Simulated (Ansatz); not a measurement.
Cl2H2SSi, SMILES `S[SiH](Cl)Cl`, relaxed with RKS PBE-D4/def2-SVP in the Gaussian-basis code of Ansatz from a rough embedded geometry. The force threshold is 0.03 eV/Å; the program also tests the step.

The species carries charge 0 and has multiplicity 1.

Start:

```xyz
6

S     1.353   -0.699    0.712
Si   -0.151    0.210   -0.375
Cl    0.055   -0.232   -2.346
Cl   -1.986   -0.488    0.210
H     0.873   -0.483    1.959
H    -0.145    1.692   -0.160
```

Task: How much energy does the relaxation release, and in how many steps? (Best estimate.)

Result: Ansatz gave: 11.65 kJ/mol, in 7 steps, 1 of them rejected.

Task: Which bonds change most? (Best estimate.)

Result: The calculation gave: S1–Si2 from 2.066 to 2.140 Å; Si2–Cl3 from 2.031 to 2.065 Å; Si2–Cl4 from 2.048 to 2.074 Å; S1–H5 from 1.354 to 1.366 Å.

Task: Give the relaxed structure. (An estimate is asked.)

Result: The calculation gave: 
```xyz
6

S     1.380   -0.804    0.699
Si   -0.189    0.206   -0.349
Cl    0.137   -0.212   -2.345
Cl   -2.062   -0.475    0.224
H     0.920   -0.402    1.921
H    -0.187    1.687   -0.149
```
